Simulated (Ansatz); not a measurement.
**Two-coordinate energy map**

GeSiH5F (SMILES [F][GeH2][SiH3]), closed shell, PBE0-D4/def2-TZVP minimum:

```xyz
8
angstrom
F -2.0044 1.1174 -0.2311
Ge -0.4573 0.6035 -0.8706
Si 0.5960 -0.6722 0.8466
H -0.7867 -0.1987 -2.1424
H 0.2840 1.9010 -1.2395
H 0.7920 0.1761 2.0489
H 1.9170 -1.1386 0.3477
H -0.2482 -1.8454 1.1848
```

Rows set the bond length F1–Ge2 (Å; 1.751 at the minimum), columns the angle H5–Ge2–Si3 (°; 114.3), set in this order; the parts move rigidly, in a bend the first-named atom's side turns in the plane, and in a torsion the whole end group turns. CCSD(T) energies count from the value at that structure, in kJ/mol. Program: Ansatz 0.2.0. Basis: def2-TZVPP. Cores are frozen in the correlated methods. Filled d shells of the heavier atoms are correlated. The def2 sets are not built for correlating such inner shells, so the correlated values are less sure here.

| F1–Ge2 \ H5–Ge2–Si3 | 90.3 | 102.3 | 114.3 | 126.3 | 138.3 |
| --- | --- | --- | --- | --- | --- |
| 1.506 | 153.8 | 129.8 | 124.2 | 136.9 | 167.7 |
| 1.633 | ? | 29.2 | 22.1 | 32.6 | 60.6 |
| 1.819 | 41.6 | 14.8 | 5.6 | 13.4 | ? |
| 2.036 | 106.6 | 78.5 | 67.5 | 72.9 | 94.4 |
| 2.276 | 203.6 | ? | 162.4 | 165.9 | ? |

**Question.** Fill in the withheld cells. (Judge from chemistry; the value comes from the calculation.)

**Answer.** The calculation gives: (1.633, 90.3): 54.5; (1.819, 138.3): 38.0; (2.276, 102.3): 174.7; (2.276, 138.3): 184.7 kJ/mol. These count from the CCSD(T) energy at the PBE0-D4 minimum.

The same grid for a cheaper method: PBE0-D4 − CCSD(T), both counted from the minimum, in kJ/mol:
```
F1–Ge2 \ H5–Ge2–Si3  90.3  102.3  114.3  126.3  138.3
              1.506  -1.3   -0.6   -0.3   -0.7   -1.7
              1.633  -0.7    0.0    0.2   -0.2   -1.1
              1.819  -1.2   -0.6   -0.4   -0.7   -1.6
              2.036  -3.6   -3.0   -2.9   -3.2   -4.1
              2.276  -7.5   -7.2   -7.1   -7.5   -8.4
```

T1 diagnostic: at most 0.018.

For scale, one of the runs: CCSD(T)/def2-TZVPP, 191 basis functions (an equivalent command: `ansatz run in.yaml --threads 4`). Time: 58 s of wall clock on 4 CPU threads; the host was shared. Peak host memory: 2 GiB.
